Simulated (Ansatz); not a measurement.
`C[Si@H](F)[C@@H](F)Cl` → `F[SiH2]C(F)Cl` + `[CH2]` (triplet)  (formal loss of a carbene)

Calculated with Ansatz (gas phase, PBE0-D4/def2-TZVP geometries, no zero-point term in ΔE). CBS: MP2 limit from def2 TZ/QZ plus the TZ coupled-cluster correction, frozen cores. This one scheme is used for every species. DFT in def2-TZVPP. Triplets are unrestricted, without spin–orbit coupling. Each species was taken in one conformer, which may not be the lowest.

`C[Si@H](F)[C@@H](F)Cl`:

Cartesian coordinates in Å:
```
C -0.399 -1.119 1.032
Si 0.714 -0.284 -0.178
F 2.034 0.270 0.536
C -0.148 1.227 -0.955
F -1.240 0.796 -1.670
Cl -0.684 2.348 0.317
H -0.677 -0.438 1.838
H 0.089 -1.995 1.465
H -1.311 -1.449 0.529
H 1.142 -1.170 -1.288
H 0.482 1.815 -1.626
```

`F[SiH2]C(F)Cl`:

```xyz
8

F     0.105   -1.593   -1.328
Si   -0.666   -0.588   -0.359
C     0.634    0.509    0.489
F    -0.002    1.334    1.383
Cl    1.468    1.488   -0.735
H    -1.376   -1.382    0.670
H    -1.576    0.269   -1.145
H     1.413   -0.036    1.026
```

`[CH2]` (triplet):

```xyz
3

C     0.224   -0.154    0.050
H    -0.247   -0.401   -0.889
H     0.023    0.554    0.839
```

| level | ΔE (eV) | difference from CCSD(T)/CBS |
| --- | --- | --- |
| PBE-D4 | 5.19 | 0.08 |
| r2SCAN-D4 | 4.92 | -0.19 |
| PBE0-D4 | 5.11 | 0.00 |
| ωB97X-V | 5.22 | 0.11 |
| B2PLYP | 5.00 | -0.11 |
| PBE | 5.11 | 0.00 |
| r2SCAN | 4.90 | -0.21 |
| MP2/def2-TZVPP | 5.13 | 0.02 |
| MP2/CBS(def2) | 5.26 | 0.15 |
| CCSD/CBS(def2) | 4.99 | -0.12 |
| CCSD(T)/CBS | 5.11 | 0 |

Largest T1 diagnostic among the species: 0.011.

From PBE to PBE0 (25 % exact exchange), in def2-TZVPP and without D4, ΔE moves by −0.07 eV. In def2-TZVPP, CCSD(T) changes the Hartree–Fock value by +1.46 eV (the triples alone add +0.12 eV) and MP2 by +1.61 eV. The D4 term adds +0.12 eV with B3LYP and +0.07 eV with PBE0; it sums over pairs of atoms, weighted by their polarisabilities, and B3LYP, whose exchange is more repulsive, gets the larger term.

B3LYP here is the variant with VWN-RPA as its local correlation; programs differ in this.
